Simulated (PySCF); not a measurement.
**Electron correlation in Cl²⁺ (chlorine, charge +2)**

[Ne] 3s2 3p3, high-spin 4S determinant. Computed with PySCF 2.14 in Sapporo-DZP-2012 (5s4p2d, 27 functions), with the spin-free X2C one-electron Hamiltonian (Gaussian nucleus). Frozen: [Ne]; 5 electrons correlated.

MP2 pair energies summed by pair of shells (mhartree):

```tsv
pair	energy	share (%)
3s-3p	-48.40	65.7
3p-3p	-18.41	25.0
3s-3s	-6.82	9.3
```

Total MP2 correlation energy: -73.62 mhartree.

Same-spin part -19.87 and opposite-spin part -53.75 mhartree; SCS-MP2 scales them by 1/3 and 6/5 to -71.13 mhartree.

| level | correlation energy (mhartree) |
| --- | --- |
| CCSD | -94.85 |
| (T) | -0.96 |
| CCSD(T) | -95.81 |

Diagnostics: T1 = 0.0014, D1 = 0.0041, largest double amplitude 0.068.

Cost of the coupled-cluster step: 0.26 s of wall time on 1 thread of Neoverse-N1 (shared host), for 5 correlated electrons.
